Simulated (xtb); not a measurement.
CH₂ (SMILES [CH2]), triplet, from a rough starting geometry; GFN2-xTB in xtb.

xtb was given this input:
```
$ xtb mol.xyz --gfn 2 --uhf 2 --opt vtight --json

# file mol.xyz
3

C     -0.00618733     0.27568034     0.01880245
H     -0.99796222    -0.14944669    -0.01878941
H      0.94080753    -0.12331535    -0.03857992
```

### Question
What does xtb print? Leave out banner, timings and long lists.

### Answer

```
   ID    Z sym.   atoms
    1    6 C      1
    2    1 H      2, 3

           -------------------------------------------------
          |                Calculation Setup                |
           -------------------------------------------------

           -------------------------------------------------
          |                 G F N 2 - x T B                 |
           -------------------------------------------------

          ...................................................
          :                      SETUP                      :
          :.................................................:
          :  # basis functions                   6          :
          :  # atomic orbitals                   6          :
          :  # shells                            4          :
          :  # electrons                         6          :
          :  max. iterations                   250          :
          :  Hamiltonian                  GFN2-xTB          :
          :  restarted?                      false          :
          :  GBSA solvation                  false          :
          :  PC potential                    false          :
          :  electronic temp.          300.0000000     K    :
          :  accuracy                    1.0000000          :
          :  -> integral cutoff          0.2500000E+02      :
          :  -> integral neglect         0.1000000E-07      :
          :  -> SCF convergence          0.1000000E-05 Eh   :
          :  -> wf. convergence          0.1000000E-03 e    :
          :  Broyden damping             0.4000000          :
          :  net charge                          0          :
          :  unpaired electrons                  2          :
          ...................................................

 iter      E             dE          RMSdq      gap      omega  full diag
   1     -2.9766289 -0.297663E+01  0.602E+00   12.63       0.0  T
   2     -2.9811474 -0.451845E-02  0.372E+00   12.79       1.0  T
   3     -2.9817674 -0.619989E-03  0.641E-01   12.83       1.0  T
   4     -2.9819897 -0.222335E-03  0.152E-01   12.62       1.0  T
   5     -2.9819879  0.186342E-05  0.850E-02   12.66       1.0  T
   6     -2.9819954 -0.752074E-05  0.265E-03   12.63      21.8  T
   7     -2.9819954  0.867971E-09  0.191E-03   12.63      30.3  T
   8     -2.9819954 -0.195451E-08  0.227E-04   12.63     253.9  T
   9     -2.9819954 -0.405098E-11  0.587E-06   12.63    9828.5  T

[...]
         :: total energy              -2.937329421895 Eh    ::
 * total energy  :    -2.9373294 Eh     change       -0.1731948E-13 Eh
 * total energy  :    -2.9382589 Eh     change       -0.9294412E-03 Eh
 * total energy  :    -2.9383022 Eh     change       -0.4338569E-04 Eh
 * total energy  :    -2.9383032 Eh     change       -0.9749917E-06 Eh
 * total energy  :    -2.9383036 Eh     change       -0.3501268E-06 Eh
 * total energy  :    -2.9383036 Eh     change       -0.2500976E-07 Eh
   *** GEOMETRY OPTIMIZATION CONVERGED AFTER 6 ITERATIONS ***
         :: total energy              -2.938303598870 Eh    ::
[...]
         2        2.0000           -0.4859112             -13.2223
         3        1.0000           -0.3552577              -9.6671
         4        1.0000           -0.3336240              -9.0784 (HOMO)
         5                          0.1198175               3.2604 (LUMO)
         6                          0.3728903              10.1469
      -------------------------------------------------------------
                  HL-Gap            0.4534415 Eh           12.3388 eV
             Fermi-level           -0.2637439 Eh           -7.1768 eV

     #   Z          covCN         q      C6AA      α(0)
     1   6 C        1.854    -0.157    35.636     9.643
     2   1 H        0.927     0.079     1.992     2.207
     3   1 H        0.927     0.079     1.992     2.207

 Mol. C6AA /au·bohr⁶  :         77.285706
 Mol. C8AA /au·bohr⁸  :       1756.758280
 Mol. α(0) /au        :         14.057056

Wiberg/Mayer (AO) data.
largest (>0.10) Wiberg bond orders for each atom

 ---------------------------------------------------------------------------
     #   Z sym  total        # sym  WBO       # sym  WBO       # sym  WBO
 ---------------------------------------------------------------------------
     1   6 C    1.970 --     3 H    0.985     2 H    0.985
     2   1 H    0.993 --     1 C    0.985
     3   1 H    0.993 --     1 C    0.985
 ---------------------------------------------------------------------------

Topologies differ in total number of bonds
Writing topology from bond orders to xtbtopo.mol

molecular dipole:
                 x           y           z       tot (Debye)
 q only:        0.001      -0.120      -0.014
   full:        0.002      -0.260      -0.030       0.666
molecular quadrupole (traceless):
                xx          xy          yy          xz          yz          zz
 q only:        0.556       0.016      -0.302      -0.008      -0.001      -0.255
  q+dip:        1.724       0.040      -0.792      -0.027       0.026      -0.932
   full:        1.035       0.031      -0.488      -0.015       0.017      -0.548

optimized geometry written to: xtbopt.xyz

           -------------------------------------------------
          | TOTAL ENERGY               -2.938303598870 Eh   |
          | GRADIENT NORM               0.000020056663 Eh/α |
          | HOMO-LUMO GAP              12.338770742957 eV   |
           -------------------------------------------------

normal termination of xtb
```
